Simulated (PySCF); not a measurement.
HSE06 on La (lanthanum, neutral), [Xe] 5d1 6s2, 2D determinant. Computed with PySCF 2.14 in def2-QZVPPD with the def2 core potential (46 electrons), with scalar relativity through the core potential.

```
cycle= 1 E= -31.4667960767405  delta_E= -0.00775  |g|= 0.0312  |ddm|= 0.64
cycle= 2 E= -31.469253911805  delta_E= -0.00246  |g|= 0.0134  |ddm|= 0.18
cycle= 3 E= -31.4710207980281  delta_E= -0.00177  |g|= 0.0114  |ddm|= 0.131
cycle= 4 E= -31.4721068649015  delta_E= -0.00109  |g|= 0.0103  |ddm|= 0.0893
cycle= 5 E= -31.4734496366909  delta_E= -0.00134  |g|= 0.00532  |ddm|= 0.32
cycle= 6 E= -31.4735488582025  delta_E= -9.92e-05  |g|= 0.00226  |ddm|= 0.119
cycle= 7 E= -31.4736218354899  delta_E= -7.3e-05  |g|= 0.000172  |ddm|= 0.0481
cycle= 8 E= -31.473622032426  delta_E= -1.97e-07  |g|= 4.13e-05  |ddm|= 0.00355
cycle= 9 E= -31.4736220467951  delta_E= -1.44e-08  |g|= 1.44e-05  |ddm|= 0.000511
cycle= 10 E= -31.4736220484121  delta_E= -1.62e-09  |g|= 2.82e-06  |ddm|= 0.000265
cycle= 11 E= -31.4736220484788  delta_E= -6.66e-11  |g|= 8.88e-07  |ddm|= 6.6e-05
converged SCF energy = -31.4736220484788  <S^2> = 1.3855043  2S+1 = 2.5577367
```

Highest occupied orbital energy: -3.686 eV; ⟨L²⟩ = 8.51; populations by l: s 3.59, p 6.00, d 1.41, f 0.00.

Can this result be used?

Not for this state. The calculation finished and met its thresholds. ⟨L²⟩ = 8.51 against 6 for a pure D term, so this real determinant mixes terms. Energies and moments cover only the electrons outside the core potential. Spin-orbit coupling, absent here, splits the open shell strongly. ⟨S²⟩ = 1.39 against 0.75 shows spin contamination. The s, p, d and f populations moved away from the nominal configuration during the SCF.
